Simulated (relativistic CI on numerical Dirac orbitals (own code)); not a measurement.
# Hyperfine structure of Pm XLVI, mass number 147

Calculated at this level of theory: Dirac-Coulomb-Breit CI, KLI orbitals optimised for each configuration, model QED, unscaled Slater integrals (own radial code, finite nucleus).

Configuration list (outside the closed core [Ne]): 3s2 3p4, 3s 3p5, 3s2 3p3 3d, 3p6, 3s 3p4 3d, 3p5 3d, 3s 3p3 3d2, 3s2 3p2 3d 4p, 3p5 4s, 3s 3p3 3d 4s, 3p5 4p, 3s2 3p3 4s, 3s2 3p2 3d2, 3s2 3p 3d3, 3s 3p2 3d3, 3s2 3p 3d2 4s, 3p4 3d2, 3p3 3d3, 3p3 3d2 4s, 3s2 3p2 3d 4s, 3s 3p2 3d2 4s, 3s2 3p 3d 4s2. Double excitations out of closed p, d and f shells are left out; levels of such configurations are missing from the list, as are those of other unlisted configurations, and high levels can miss mixing partners.

Nuclear spin I = 7/2, μ = 2.58 μN, Q = 0.74 b (tables of Stone and Pyykkö). The electronic factors are computed for point nuclear moments, without core polarisation or the Bohr-Weisskopf and QED corrections.

```tsv
Level	E (cm⁻¹)	A (GHz)	B (GHz)
3s2 3p4 3P_2	0	78.72	19.7
3s2 3p4 3P_1	1100804	-41.04	-77.1
3s2 3p4 1D_2	1165761	202.6	-174
3s 3p5 3P°_2	2221004	403.2	-139
```

Levels with J = 0, under 50 % of one LS term, or S terms without an open s electron are left out. Small factors come from cancelling terms and can be off by tens of per cent or more.

At this charge energies of transitions that change n are usually good to better than 1 %, and those within a shell (Δn = 0) to a few per cent.

Q: Give the hyperfine levels of 3s2 3p4 3P_2 relative to its centre of gravity.

A: With K = F(F + 1) − I(I + 1) − J(J + 1), E = AK/2 + B[¾K(K + 1) − I(I + 1)J(J + 1)]/[2I(2I − 1)J(2J − 1)]: F = 3/2: -697.9, F = 5/2: -509.9, F = 7/2: -241.8, F = 9/2: 111.4, F = 11/2: 555.9 GHz.

LS names give the leading component of a level, which can be under half, so a name can repeat, a term be missing and a line seem to break the LS rules.
